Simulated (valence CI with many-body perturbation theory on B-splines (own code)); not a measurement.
# Energy levels of Rb XXV

Computed by configuration interaction combined with many-body perturbation theory (CI+MBPT): three valence electrons over a frozen Dirac-Fock core [Ne], a basis of 11 s, 11 p, 9 d, 7 f, 5 g, 2 h, 1 i functions for each j, with the one-electron correlation potential Σ1 (screened to all orders), the two-electron term Σ2, the three-electron term Σ3, Breit, model QED; selected single and double excitations, second order for the rest (own B-spline code, finite nucleus).

No measured levels were compared; by estimate levels of excited configurations hold to 0.05 to 0.15 % of their energy, terms of the ground configuration to about 0.5 %.

Levels 1 to 45 of 67, with energies above the lowest level, 3s2 3p 2P°_1/2. "Leading %" is the weight of the configuration and term that name the level; weights of strongly mixed levels are sums over their largest components and can fall short.

```
No.  Configuration  Term    J  E (cm⁻¹)  Leading %      g   Second component
  1         3s2 3p   2P°  1/2         0         98  0.662                   
  2         3s2 3p   2P°  3/2    111190         98  1.332                   
  3         3s 3p2    4P  1/2    432520         90  2.583      8 % 3s 3p2 2S
  4         3s 3p2    4P  3/2    493860         97  1.715                   
  5         3s 3p2    4P  5/2    533480         78  1.510     20 % 3s 3p2 2D
  6         3s 3p2    2D  3/2    614970         80  0.841     12 % 3s2 3d 2D
  7         3s 3p2    2D  5/2    654260         67  1.285     22 % 3s 3p2 4P
  8         3s 3p2    2P  1/2    693000         62  1.195     29 % 3s 3p2 2S
  9         3s 3p2    2S  1/2    803920         61  1.552     34 % 3s 3p2 2P
 10         3s 3p2    2P  3/2    812850         86  1.276      9 % 3s2 3d 2D
 11         3s2 3d    2D  3/2    887370         77  0.826     16 % 3s 3p2 2D
 12         3s2 3d    2D  5/2    901830         86  1.199     12 % 3s 3p2 2D
 13            3p3   2D°  3/2   1104100         36  1.187       23 % 3p3 2P°
 14            3p3   2D°  5/2   1161000         61  1.191  34 % 3s 3p 3d 2D°
 15            3p3   4S°  3/2   1171400         59  1.494       17 % 3p3 2D°
 16       3s 3p 3d   4F°  3/2   1199200         86  0.519        5 % 3p3 2D°
 17       3s 3p 3d   4F°  5/2   1220700         88  1.050   5 % 3s 3p 3d 4D°
 18       3s 3p 3d   4F°  7/2   1254800         88  1.250   9 % 3s 3p 3d 4D°
 19            3p3   2P°  1/2   1271500         81  0.661  16 % 3s 3p 3d 2P°
 20       3s 3p 3d   4P°  5/2   1287300         56  1.467  27 % 3s 3p 3d 4D°
 21       3s 3p 3d   4D°  3/2   1290100         55  1.348  29 % 3s 3p 3d 4P°
 22       3s 3p 3d   4D°  1/2   1294800         85  0.258   8 % 3s 3p 3d 4P°
 23       3s 3p 3d   4F°  9/2   1317100        100  1.332                   
 24            3p3   2P°  3/2   1324200         45  1.312       13 % 3p3 4S°
 25       3s 3p 3d   4D°  5/2   1362600         39  1.181  25 % 3s 3p 3d 2F°
 26       3s 3p 3d   4D°  7/2   1365500         88  1.402  10 % 3s 3p 3d 4F°
 27       3s 3p 3d   4P°  3/2   1369100         51  1.416  31 % 3s 3p 3d 4D°
 28       3s 3p 3d   4P°  1/2   1369200         91  2.422   9 % 3s 3p 3d 4D°
 29       3s 3p 3d   2F°  5/2   1372000         47  1.169  26 % 3s 3p 3d 4D°
 30       3s 3p 3d   2D°  3/2   1381500         50  1.001       19 % 3p3 2D°
 31       3s 3p 3d   2D°  5/2   1410100         53  1.188  18 % 3s 3p 3d 2F°
 32       3s 3p 3d   2F°  7/2   1470100         99  1.141                   
 33       3s 3p 3d   2P°  3/2   1493800         44  1.139  35 % 3s 3p 3d 2D°
 34       3s 3p 3d   2F°  7/2   1544600         94  1.151                   
 35       3s 3p 3d   2P°  1/2   1550100         90  0.655        5 % 3p3 2P°
 36       3s 3p 3d   2F°  5/2   1551400         89  0.888   7 % 3s 3p 3d 2D°
 37       3s 3p 3d   2P°  1/2   1577700         86  0.658       10 % 3p3 2P°
 38       3s 3p 3d   2P°  3/2   1591800         62  1.149  25 % 3s 3p 3d 2D°
 39       3s 3p 3d   2D°  5/2   1598400         76  1.163       11 % 3p3 2D°
 40       3s 3p 3d   2P°  3/2   1602000         49  1.148  26 % 3s 3p 3d 2D°
 41         3p2 3d    4F  3/2   1781200         66  0.619     11 % 3p2 3d 2D
 42         3p2 3d    4F  5/2   1814100         33  1.081     30 % 3p2 3d 2F
 43         3p2 3d    2F  5/2   1827400         50  0.932     42 % 3p2 3d 4F
 44         3p2 3d    2F  7/2   1851300         58  1.153     17 % 3p2 3d 4F
 45         3p2 3d    2P  3/2   1857000         51  1.087     23 % 3p2 3d 4D
```

Names give the largest LS component (configuration and term), which can be under half, so a name can repeat, a term be missing and a line seem to break the LS rules; names also repeat where a configuration has a term twice.

The ionisation energy to 3s2 1S_0 of the next ion comes out as 1134.6 eV (NIST: 1125 ± 5 eV (semi-empirical)). All 67 levels together are meant to be complete up to 2108000 cm⁻¹.
